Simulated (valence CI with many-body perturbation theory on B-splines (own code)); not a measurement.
# Hg65+: key properties

Computed by valence CI with perturbative core correlation (CI+MBPT): five valence electrons over a frozen Dirac-Fock core [Ne], a basis of 9 s, 9 p, 8 d, 6 f, 3 g, 1 h functions for each j, with the one-electron correlation potential Σ1 (screened to all orders), the two-electron term Σ2, the three-electron term Σ3, Breit, model QED; selected single and double excitations, second order for the rest, scaled by the run's own slope (own B-spline code, finite nucleus).

The last digits are not significant, and no measured levels were compared; by estimate large intervals hold to a few tenths of a per cent, small ones and those within an open d or f shell to about a per cent. Among the levels kept, up to 1200 cm⁻¹ of a level comes from second order outside the variational space, and about a tenth of that is noise between levels of different J, which matters for small intervals.

Levels are named by their leading jj configuration (3d3/2^4 stands for four electrons in 3d with j = 3/2), which in mixed levels can hold well under half, so a name can repeat and another be missing.

Rates and lifetimes use the calculated energies. Strong lines usually hold to 10 to 20 %, long lifetimes can be off by a factor of two.

Q: What is the ground level?

A: (3s^2 3p1/2^2 3p3/2) J=3/2, composition 48 % 3s2.3p3 2P° + 27 % 3s2.3p3 2D° + 24 % 3s2.3p3 4S°, g = 1.333.

Q: How well does LS coupling describe the low levels?

A: Among the lowest 20 levels the leading LS term, summed over configurations, holds 54 % on average. For single configurations the figures are 52 % in LS and 94 % in jj coupling. Terms mix most in the J = 3/2 level at 6110.9 × 10³ cm⁻¹, where the leading one holds 31 %.

Q: Name the longest-lived excited levels whose lifetime is computed, and their main decay.

A: (3s^2 3p1/2 3p3/2 3d5/2) J=9/2 at 7132.1 × 10³ cm⁻¹ lives 39.1 ns, mostly by E2 to (3s^2 3p1/2^2 3d5/2) J=5/2; (3s^2 3p1/2 3p3/2^2) J=5/2 at 4154.9 × 10³ cm⁻¹ lives 1.68 ns, mostly by E1 to (3s^2 3p1/2^2 3d3/2) J=3/2; (3s^2 3p1/2 3p3/2^2) J=1/2 at 4292.6 × 10³ cm⁻¹ lives 1.42 ns, mostly by M1 to (3s^2 3p1/2^2 3p3/2) J=3/2.

Q: Where does the other parity begin?

A: At (3s^2 3p1/2^2 3d3/2) J=3/2, 2048.6 × 10³ cm⁻¹.

Q: What is the ionisation energy?

A: 7348.5 eV; NIST lists 7350 ± 30 eV (theoretical).

Q: What are the static dipole polarisabilities of the lowest levels?

A: (3s^2 3p1/2^2 3p3/2) J=3/2 0.00183 (tensor 0.00013) bohr³, of which the core gives 3.10e-05.

Q: Among levels below 8374.5 × 10³ cm⁻¹, which E1 lines absorb most strongly from the ground level?

A: to (3s^2 3p1/2 3p3/2 3d3/2) J=3/2 at 1.523 nm, f = 0.403; to (3s^2 3p1/2 3p3/2 3d3/2) J=5/2 at 1.550 nm, f = 0.313; to (3s^2 3p1/2 3p3/2 3d3/2) J=1/2 at 1.526 nm, f = 0.139.
